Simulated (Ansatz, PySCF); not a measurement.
Molecule: C$_{2}$H$_{7}$O$_{2}$Si (charge 0, doublet). It need not be the lowest isomer of its formula. 
Coordinates optimised at B3LYP-D3(BJ)/def2-TZVP (Ansatz, a quantum-chemistry and plane-wave program):
```
Si
O 1 1.6486
H 2 0.9605 1 118.39
O 1 1.6546 2 114.11 3 -46.25
C 1 1.8613 2 105.33 3 -169.07
H 5 1.0903 1 110.70 2 -176.53
H 5 1.0907 6 108.61 1 121.61
H 5 1.0917 6 108.96 7 117.48
C 1 1.8830 2 111.81 3 66.94
H 9 1.0894 1 111.24 2 174.69
H 9 1.0900 10 108.73 1 -123.25
H 9 1.0933 10 109.19 11 -118.33
```
Charge 0, spin multiplicity 2.

Quantity: atomisation energy (electronic, to ground-state atoms), in eV. Cores are frozen in the correlated levels unless marked. UHF or UKS for open shells. No spin-orbit coupling. Non-relativistic. The coupled-cluster limit lacks core correlation, which all-electron functionals hold. CBS(X,Y): correlation extrapolated as X^-3; Hartree-Fock from the larger set. [CCSD(T)-MP2]/basis is that difference in the basis named.

```csv
level,program,atomisation energy (eV)
r2SCAN-D4/def2-TZVPD,Ansatz + dftd4,47.69
B97M-V/def2-TZVPD,Ansatz,47.58
PBE0/STO-3G,Ansatz,53.49
M06-2X/def2-TZVPD,PySCF,47.48
MP2/cc-pV(T+d)Z,Ansatz,46.81
SCS-MP2/cc-pV(D+d)Z,Ansatz,43.57
"RI-MP2/CBS(cc-pV(T+d)Z,cc-pV(Q+d)Z)+[CCSD(T)-MP2]/cc-pV(T+d)Z",Ansatz,47.54
```
